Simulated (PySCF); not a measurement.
# Computed properties of SbCl2Br, SMILES [Cl][Sb]([Cl])[Br]

SbCl2Br, SMILES [Cl][Sb]([Cl])[Br]. Geometry optimised at r2SCAN-D4/def2-SVP. The def2 effective core potentials stand for the cores of Sb; spin–orbit coupling is left out. Other conformers were not sampled. All values are computed for the isolated molecule unless a solvent is named; none is compared with measurement here.

**Structure.** The optimised structure has Cs symmetry. All 6 harmonic modes at r2SCAN-D4/def2-SVP (PySCF) are real, so it is a minimum. With heavy atoms numbered as in [Sb:1]([Cl:2])([Cl:3])[Br:4], the shortest bond between them is Sb1–Cl2 at 2.375 Å and the longest Sb1–Br4 at 2.525 Å.

**Vibrations.** The strongest infrared lines (harmonic, unscaled, degenerate partners summed) lie at 360 cm⁻¹ (67 km/mol, Cl 75 %, Sb 25 %), 369 cm⁻¹ (39 km/mol, Cl 78 %, Sb 21 %), 253 cm⁻¹ (38 km/mol, Br 57 %, Sb 43 %). The softest mode is at 95 cm⁻¹ and the zero-point energy is 1.9 kcal/mol.

**Electronic structure.** HF/def2-TZVP (PySCF) places the frontier levels at -10.84 and 0.83 eV, a gap of 11.67 eV, and gives a dipole moment of 2.89 D and a mean polarisability of 80.5 bohr³. PBE/def2-TZVP (PySCF) at the same geometry gives -7.32 and -2.95 eV, so its gap is 7.30 eV narrower. An orbital gap is neither the optical nor the fundamental gap.

**Excitations.** TDDFT-CAM-B3LYP/def2-SVPD (PySCF) has S1 at 4.99 eV (249 nm, f = 0.030, weak); the most intense of the 10 singlets computed lies at 5.32 eV (f = 0.05). T1 (TDA) is at 4.22 eV. TDDFT-PBE/def2-SVPD (PySCF) puts S1 at 4.52 eV. No vertical singlet excitation falls in the visible range (under 3.1 eV).
